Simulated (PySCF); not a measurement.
Species: CH7B2FN2.
Structure used (PBE0-D3(BJ)/def2-SVP), in Å, numbered top down from 1:
```
atom  x, y, z in Å
B1    -2.3973   -0.1421   -0.0395
N2    -1.4432    0.8785   -0.1104
B3     0.0045    0.7776   -0.0764
F4     0.6904    1.9285   -0.1896
N5     0.6951   -0.4269    0.0657
C6     2.1255   -0.5816    0.1024
H7    -2.0336   -1.2930    0.0796
H8    -3.5756    0.1233   -0.0964
H9    -1.7849    1.8292   -0.2156
H10    0.1543   -1.2789    0.1466
H11    2.6005    0.4048    0.0190
H12    2.4699   -1.0402    1.0453
H13    2.4988   -1.2037   -0.7295
```

Method: PySCF, PBE0-D3(BJ)/def2-SVP geometry optimisation, gas phase.

Take the most abundant isotopes and a rigid rotor. The values belong to one conformer with, in the numbering `[BH2:1][NH:2][B:3]([F:4])[NH:5][CH3:6]`, B1–N2–B3–F4 179°, N2–B3–N5–C6 180°.

(1) What are A, B and C (GHz)?

(2) What kind of rotor is it?

(3) Is it planar, by Δ = Ic − Ia − Ib?

(4) Give the other two planar moments, Paa and Pbb, and the rms extents of the mass along the axes.

(5) Where do the levels up to J = 2 lie, in K?

(6) Which lines would a microwave search look for?

(7) Estimate the classical rotational partition function at 25 K, 100 K and 298.15 K.

Results:

(1) Ia = 86.43, Ib = 205.56, Ic = 288.78 u·Å²; 505379 MHz·u·Å²/I gives 5847, 2459 and 1750 MHz, that is A = 5.8472, B = 2.4585, C = 1.7500 GHz.

(2) An asymmetric top; Ray's κ = -0.654.

(3) Not planar: Δ = Ic − Ia − Ib = -3.21 u·Å². For a rigid frame Δ = −2 Σ m c², so Σ m c² = 1.60 u·Å² lies off the ab plane, practically all of it from hydrogen. The atom farthest from that plane is 0.90 Å away.

(4) Paa = Σ m a² = (Ib + Ic − Ia)/2 = 203.96 and Pbb = Σ m b² = (Ia + Ic − Ib)/2 = 84.83 u·Å². With the mass M = 88.08 u, the rms extents √(P/M) along a, b and c are 1.52, 0.98, 0.13 Å.

(5) Above 0(0,0), as E/k:
J = 1: 1(0,1) 0.202, 1(1,1) 0.365, 1(1,0) 0.399
J = 2: 2(0,2) 0.601, 2(1,2) 0.735, 2(1,1) 0.837, 2(2,1) 1.324, 2(2,0) 1.329
The levels of one J sum to (2J + 1)J(J + 1)(A + B + C)/3.

(6) The dipole components are |μa| = 0.84 D, |μb| = 0.61 D, |μc| = 0.00 D; the mirror of this Cs structure is the ab plane, so μc vanishes by symmetry (the 0.01 D computed is a residue) and there are no c-type lines. The squared components, which scale the intensities, stand as 1.00 : 0.52 (a : b). Some of the stronger lines:

```tsv
type	branch	J(Ka,Kc)	MHz	lower level (cm⁻¹)
b	Q	1(1,0) ← 1(0,1)	4097	0.140
a	R	1(0,1) ← 0(0,0)	4209	0.000
b	R	2(0,2) ← 1(1,1)	4929	0.253
a	R	2(1,2) ← 1(1,1)	7709	0.253
a	R	2(0,2) ← 1(0,1)	8317	0.140
a	R	2(1,1) ← 1(1,0)	9126	0.277
b	Q	2(2,0) ← 2(1,1)	10266	0.581
b	R	2(1,2) ← 1(0,1)	11097	0.140
b	Q	2(2,1) ← 2(1,2)	12291	0.511
b	R	2(2,0) ← 1(1,1)	20100	0.253
```

(7) Point group Cs, symmetry number σ = 1; q = (√π/σ)·√((kT/h)³/(ABC)), k/h = 20836.6 MHz/K: 4200 at 25 K, 33600 at 100 K, 173000 at 298.15 K.

PBE0-D3(BJ)/def2-SVP frequencies: not computed here. No vibrational averaging or centrifugal distortion is included, and the geometry carries the error of its method. A rigid rotor knows nothing of internal rotation, which can split or shift real lines. Quadrupole hyperfine structure (11B, 14N) is left out.
